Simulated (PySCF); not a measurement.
A side-by-side comparison of computed properties.

First species: C5H4O2.
Bonds: O1–C2 (double), C2–O3, C2–C4, C4–C5 (double), C5–C6, C6–C7 (double), C5–C7. Hydrogens: H8 on O3; H9 on C4; H10 on C6; H11 on C7.

Second species: C7H7FO.
Bonds: O1–C2, C2–C3, C3–C4 (aromatic), C4–C5 (aromatic), C5–C6 (aromatic), C6–C7 (aromatic), C7–C8 (aromatic), C8–F9, C3–C8 (aromatic). Hydrogens: H10 on O1; H11, H12 on C2; H13 on C4; H14 on C5; H15 on C6; H16 on C7.

Levels: PBE0/pcSseg-1 for dipole moment, HOMO energy, LUMO energy and HOMO–LUMO gap; GFN2-xTB for rotational constant A and rotational constant C. Geometries: GFN2-xTB. Each species is one conformer at its optimised geometry, gas phase, non-relativistic unless stated; the electronic structure was computed with PySCF and density fitting.

The conformers computed, where there is a choice (atom-mapped SMILES and torsion angles):
- `[O:1]=[C:2]([OH:3])[CH:4]=[C:5]1[CH:6]=[CH:7]1`: O1–C2–C4–C5 180°, H–O3–C2–O1 0°
- `[OH:1][CH2:2][c:3]1[cH:4][cH:5][cH:6][cH:7][c:8]1[F:9]`: O1–C2–C3–C4 21°, H–O1–C2–C3 61°

| property | column X | column Y |
| --- | --- | --- |
| dipole moment | 5.11 D | 1.73 D |
| HOMO energy | -6.80 eV | -7.23 eV |
| LUMO energy | -1.18 eV | -0.51 eV |
| HOMO–LUMO gap | 5.62 eV | 6.72 eV |
| rotational constant A | 8.252 GHz | 2.473 GHz |
| rotational constant C | 1.418 GHz | 0.944 GHz |

Problem. Which column belongs to which species?

Solution. Column X is the first species and column Y the second. The first has 11 atoms and 50 electrons, the second 16 and 66.

Problem. How does each property change from the first species to the second?

Solution. dipole moment -3.38 D; HOMO energy -0.43 eV; LUMO energy +0.67 eV; HOMO–LUMO gap +1.10 eV; rotational constant A -5.779 GHz; rotational constant C -0.474 GHz.

On the first: The dipole equals about 17.0 × 10⁻³⁰ C·m (1 D = 3.33564 × 10⁻³⁰ C·m). A dipole of 5.11 D is allowed in Cs, and pure rotational transitions are dipole-allowed.

On the second: The dipole matches unit charges of opposite sign 0.36 Å apart (1 e·Å = 4.8032 D). A dipole of 1.73 D is allowed in C1, and pure rotational transitions are dipole-allowed.
